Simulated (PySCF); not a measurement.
Input for PySCF:
```python
from pyscf import gto, scf

mol = gto.Mole()
mol.atom = '''
    Ge   -0.00000000   -0.00000000   -0.34203869
    O     0.00000000    0.00000000    1.36815475
'''
mol.basis = 'aug-cc-pvdz'
mol.charge = -1
mol.spin = 1
mol.verbose = 4
mol.build()

mf = scf.UHF(mol)
mf.kernel()
```

Predict the number of basis functions from HF/aug-cc-pVDZ run with PySCF.

59

Predict the <S^2> from HF/aug-cc-pVDZ.

0.767

What is the computed total energy (HF/aug-cc-pVDZ)?

-2150.1953 Eh

Predict the HOMO energy from HF/aug-cc-pVDZ.

-0.62 eV

Estimate the nuclear repulsion energy that HF/aug-cc-pVDZ returns for this input.

79.2129 Eh

Give the Mulliken (on the basis functions themselves) charges in atom order at the level HF/aug-cc-pVDZ.

Ge1 0.23, O2 -1.23

These values belong to the state on which the SCF converged, which isn't shown to be the lowest.
